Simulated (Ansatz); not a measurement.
Gas-phase electronic energies from Ansatz, PBE0-D4/def2-TZVP geometries. CCSD(T)/CBS is the MP2 limit (def2-TZVPP, def2-QZVPP) plus CCSD(T) − MP2 in def2-TZVPP, frozen cores. This one scheme is used for every species, atoms too. For atomizations the MP2-based limit and the directly extrapolated one differ by several kJ/mol either way, and by 10 to 25 for some Ge, Se and Sn compounds, so smaller differences from it don't rank the levels. DFT in def2-TZVPP. HSE06 is defined as in plane-wave codes. Open shells (•) are unrestricted, without spin–orbit coupling. Spin–orbit coupling would lower the free atoms: a little for Al, C, Cl. One conformer a species, not always the lowest.

Consider the atomization: `[CH3][AlH][C](=N)Cl` → Al• + 2 C• + Cl• + 5 H• + N•.

| level | ΔE (kcal/mol) | difference from CCSD(T)/CBS |
| --- | --- | --- |
| revPBE-D4 | 834.3 | 2.8 |
| PBE0-D4 | 835.9 | 4.4 |
| r2SCAN0-D4 | 819.1 | -12.4 |
| HSE06-D4 | 836.7 | 5.2 |
| PBE-QIDH | 825.5 | -6.0 |
| PBE | 850.8 | 19.3 |
| revPBE | 820.0 | -11.5 |
| r2SCANh | 827.6 | -3.9 |
| CAM-B3LYP | 830.3 | -1.2 |
| SCS-MP2/def2-QZVPP | 834.8 | 3.3 |
| CCSD(T)/CBS | 831.5 | 0 |

Largest T1 diagnostic among the species: 0.018.

In def2-TZVPP, CCSD(T) changes the Hartree–Fock value by +223.8 kcal/mol (the triples alone add +15.9 kcal/mol) and MP2 by +239.2 kcal/mol; breaking electron pairs costs correlation energy, which Hartree–Fock lacks. Leaving LDA and LC-ωPBE aside and taking each functional with its dispersion term where it has one, the values, not all of them listed here, spread over 51.6 kcal/mol, from BHLYP-D4 to PBE-D4. LDA lies +107.2 kcal/mol from PBE without D4, its usual overbinding.
